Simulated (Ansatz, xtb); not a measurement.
Species: C2HClF2, charge 0, multiplicity 1. SMILES: FC(F)=CCl
Coordinates optimised at B3LYP-D3(BJ)/def2-TZVP (Ansatz, a first-principles code):
```xyz
6

C      0.4934    -0.5969     0.0116
C     -0.7993    -0.3316     0.0744
F     -1.7238    -1.2674     0.2000
F     -1.3440     0.8633     0.0232
Cl     1.6824     0.6366    -0.1521
H      0.8441    -1.6141     0.0623
```
Charge 0, spin multiplicity 1.

Harmonic wavenumbers from GFN2-xTB (xtb, at its own minimum), cm⁻¹: 161, 230, 388, 484, 509, 761, 799, 935, 1126, 1226, 1736, 3104.

Task: Give the harmonic wavenumbers at B3LYP-D3(BJ)/def2-TZVP (Ansatz, finite differences of forces, unscaled).

Result: 197, 238, 432, 579, 602, 780, 841, 982, 1209, 1340, 1778, 3246 cm⁻¹. Zero-point energy 17.5 kcal/mol.

Task: From these and the geometry, give the ideal-gas thermochemistry at 298.15 K and 1 atm (rigid rotor, harmonic oscillator).

Result: Point group Cs, rotational symmetry number 1. Rotational constants 10.68, 2.256, 1.863 GHz. S(trans) 39.67, S(rot) 26.37, S(vib) 6.33, S(elec, spin only) 0.00, S 72.4 cal/(mol K). H(298) - H(0) 3.56 kcal/mol; G - E(el) -0.5 kcal/mol. Tabulated S at 1 bar: 72.4 cal/(mol K) (CRC Handbook, as tabulated in the package chemicals); it can hold hindered rotation or other conformers, which this model lacks.
